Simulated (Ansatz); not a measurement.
BeH3N (SMILES [BeH][NH2]) moved off its minimum; all values from Ansatz (a quantum-chemistry and plane-wave program), cores frozen in correlated methods.
(charge 0, multiplicity 1)
```xyz
5

Be    -0.54297    -0.11746    -0.73376
H     -1.35542    -0.23073    -1.77143
N      0.30120     0.06709     0.40311
H      1.07968    -0.58998     0.65164
H      0.29456     0.85703     0.97926
```

Forces at B3LYP/def2-TZVPP (eV/Å):

```tsv
atom	Fx	Fy	Fz
Be1	-1.453	-0.251	-1.862
H2	-0.051	-0.059	-0.100
N3	2.452	-1.916	1.084
H4	-1.161	1.170	-0.170
H5	0.213	1.055	1.048
```

Q: Give the forces (eV/Å), the total energy and the dipole at CCSD(T)/aug-cc-pVTZ.

A: 
| atom | Fx | Fy | Fz |
|---|---|---|---|
| Be1 | -1.601 | -0.293 | -2.073 |
| H2 | -0.110 | -0.065 | -0.170 |
| N3 | 2.620 | -1.905 | 1.299 |
| H4 | -1.126 | 1.144 | -0.155 |
| H5 | 0.216 | 1.118 | 1.099 |
Energy -71.1854 hartree, dipole 1.65 D.
